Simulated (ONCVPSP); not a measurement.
# tantalum (Ta), ONCV: configuration errors across variants

| Item | Value |
| --- | --- |
| Element | Ta |
| Generator | ONCVPSP 4.0.1 |
| Type | optimised norm-conserving Vanderbilt (ONCV) |
| Functional | PBE |
| Relativity | scalar-relativistic |
| Frozen core | [Kr] 4d10 |
| Valence charge | 27 |
| Reference configuration | 4f14 5s2 5p6 5d3 6s2 |
| Partial waves | 5s+6s: rc 1.75 bohr, ncon 4, nbas 9, qcut 8.3 1/bohr, 2 projectors; 5p: rc 1.40 bohr, ncon 4, nbas 8, qcut 5.7 1/bohr, 3 projectors, debl 0.5 Ha; 5d: rc 2.75 bohr, ncon 5, nbas 9, qcut 6.6 1/bohr, 2 projectors, debl 3.5 Ha; 4f: rc 0.85 bohr, ncon 4, nbas 9, qcut 18.5 1/bohr, 1 projector |
| Local potential | polynomial inside 0.75 bohr (lpopt 5, dvloc0 -1 Ha) |
| Core correction | Teter function, fcfact 3, rcfact 1.2 |

In the p channel the program set the typed energies aside and used -1.448, 0.250, 0.750 Ha.

All-electron excitation energies from the reference (eV): (1) 4f14 5s2 5p6 5d3 6s1 8.468; (2) 4f14 5s2 5p6 5d3 6s0 23.440; (3) 4f14 5s2 5p6 5d2 6s0 47.044; (4) 4f13 5s2 5p6 5d4 6s2 24.818.

A true bound ghost makes a file unfit for plane-wave use even where its test errors are small: the radial tests pick states by their node count and pass the ghost by.

Errors AE − PS in meV (a dash: test not solved or not reliable):

| change | (1) | (2) | (3) | (4) | bound ghosts | GHOST(+) flags above zero |
| --- | --- | --- | --- | --- | --- | --- |
| base | -3.4 | -10 | -11 | -218 | s | p, d |
| core correction Teter function, fcfact 3, rcfact 0.94 | -3.4 | -10 | -11 | -208 | s | p, d |
| core correction Teter function, fcfact 3, rcfact 1.06 | -3.4 | -10 | -11 | -212 | s | p, d |
| core correction Teter function, fcfact 3, rcfact 1.4 | -3.4 | -11 | -11 | -225 | s | p, d |
| core correction Teter function, fcfact 3, rcfact 1.5 | -3.4 | -11 | -11 | -229 | s | p, d |
| core correction Teter function, fcfact 3, rcfact 1.62 | -3.5 | -11 | -12 | -232 | s | p, d |
| core correction Teter function, fcfact 3, rcfact 1.78 | -3.8 | -13 | -14 | -236 | s | p, d |
| core correction Teter function, fcfact 3, rcfact 1.9 | -4.2 | -15 | -19 | -239 | s | p, d |
| core correction Teter function, fcfact 3, rcfact 2.04 | -5.0 | -20 | -36 | -244 | s | p, d |

(1) Give the same row for: core correction Teter function, fcfact 3, rcfact 1.22.

Answers

(1) -3.4, -10, -11, -219; bound ghosts: s; GHOST(+) flags above zero: p, d.
